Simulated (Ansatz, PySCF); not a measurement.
Gas-phase reaction in SMILES: CC(C)(C)[Si](F)(F)F [tert-butyl(trifluoro)silane] + 7 [H][H] (H2) -> 4 C (CH4) + 3 F (HF) + [SiH4] (SiH4)
Structures are relaxed separately at B3LYP-D3(BJ)/def2-TZVP in Ansatz (a first-principles code), one conformer each, not searched for the lowest. Frequencies are from Ansatz or PySCF.

Wanted: energy of full hydrogenation (enthalpy at 298 K, with B3LYP-D3(BJ) rigid-rotor harmonic-oscillator terms), in eV. Cores are frozen in the correlated levels unless marked. No spin-orbit coupling. No relativistic terms. CBS(X,Y): correlation extrapolated as X^-3; Hartree-Fock from the larger set. The bracket is a focal-point correction in the basis named.

| level | program | energy of full hydrogenation (eV) | minus last row |
|---|---|---|---|
| HF/STO-3G | Ansatz | 0.16 | -2.33 |
| HF/6-31G* | Ansatz | 2.03 | -0.46 |
| HF/cc-pV(D+d)Z | Ansatz | 0.81 | -1.68 |
| HF/cc-pV(Q+d)Z | Ansatz | 1.62 | -0.87 |
| BLYP-D4/def2-TZVPD | Ansatz + dftd4 | 2.45 | -0.04 |
| r2SCAN-D3(BJ)/def2-TZVPD | Ansatz + dftd3 | 2.66 | 0.17 |
| r2SCAN-D4/def2-TZVPD | Ansatz + dftd4 | 2.66 | 0.17 |
| PBE0/def2-TZVP | Ansatz | 2.07 | -0.42 |
| PBE0/def2-QZVPP | Ansatz | 1.86 | -0.63 |
| r2SCANh/def2-TZVPD | Ansatz | 2.49 | 0.00 |
| r2SCAN0/def2-TZVPD | Ansatz | 2.38 | -0.11 |
| B2GP-PLYP-D3(BJ)/def2-TZVPD | Ansatz + dftd3 | 2.55 | 0.06 |
| MP2/cc-pV(D+d)Z | Ansatz | 2.18 | -0.31 |
| MP2/cc-pV(T+d)Z | Ansatz | 2.75 | 0.26 |
| RI-MP2/aug-cc-pV(T+d)Z | Ansatz | 2.70 | 0.21 |
| RI-MP2/cc-pV(Q+d)Z | Ansatz | 2.78 | 0.29 |
| SCS-MP2/aug-cc-pV(T+d)Z | Ansatz | 2.51 | 0.02 |
| SCS-MP2/cc-pV(T+d)Z | Ansatz | 2.54 | 0.05 |
| CCSD(T)/6-31G* | Ansatz | 4.12 | 1.63 |
| CCSD(T)/aug-cc-pV(D+d)Z | Ansatz | 1.76 | -0.73 |
| RI-MP2/CBS(aug-cc-pV(T+d)Z,aug-cc-pV(Q+d)Z)+[CCSD(T)-MP2]/aug-cc-pV(T+d)Z | Ansatz | 2.49 | 0.00 |
